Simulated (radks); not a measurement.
Results of a calculation; reference values are marked as such.
All-electron atom: the niobium ion Nb2+ in [Kr] 4d3.

Level of theory: non-relativistic Kohn-Sham, PBEsol, spin-unpolarised, spherical densities, point nucleus; relativity is left out, which matters for an element this heavy (a radial shooting solver on a logarithmic mesh with Libxc functionals).

Energy parts (eV):
part                       energy
total                 -102104.061
kinetic                102049.952
electron-nucleus      -242567.609
Hartree                 41518.002
exchange-correlation    -3104.407

Orbitals (lengths in bohr, moments of r in powers of bohr; <r^-3> diverges for s and p1/2):
| orbital | occ. | eigenvalue (eV) | <r^4> | <r^-3> | <r^2> | <1/r> |
|---|---|---|---|---|---|---|
| 1s | 2 | -18365.66 | 8.710e-06 | - | 0.001854 | 40.47 |
| 2s | 2 | -2542.782 | 0.001668 | - | 0.03124 | 9.102 |
| 2p | 6 | -2338.211 | 0.001123 | 2128 | 0.02382 | 9.096 |
| 3s | 2 | -437.1525 | 0.08727 | - | 0.2373 | 3.135 |
| 3p | 6 | -359.4068 | 0.09162 | 344.2 | 0.2368 | 3.042 |
| 3d | 10 | -217.1845 | 0.09884 | 50.24 | 0.2250 | 2.856 |
| 4s | 2 | -72.8349 | 3.801 | - | 1.584 | 1.143 |
| 4p | 6 | -51.2638 | 5.950 | 47.76 | 1.938 | 1.028 |
| 4d | 3 | -19.3550 | 29.41 | 3.656 | 3.981 | 0.7233 |

The highest occupied level is 4d at -19.355 eV. Virial ratio -V/T = 2.00053. Summed over all electrons, <r^2> = 31.09 bohr^2, which gives a Langevin (diamagnetic) susceptibility term of -24.6 x 10^-6 cm^3/mol. For comparison, the ionisation energy in NIST's Atomic Spectra Database is 25.040 eV (semi-empirical). In exact Kohn-Sham theory the highest level is minus the ionisation energy, but local and semilocal functionals leave it too shallow, through self-interaction and a potential that decays too fast; potentials with the right tail come closer.

Beside tabulated values, note that spin-unpolarised runs miss the spin-polarisation part of the exchange energy of open shells.
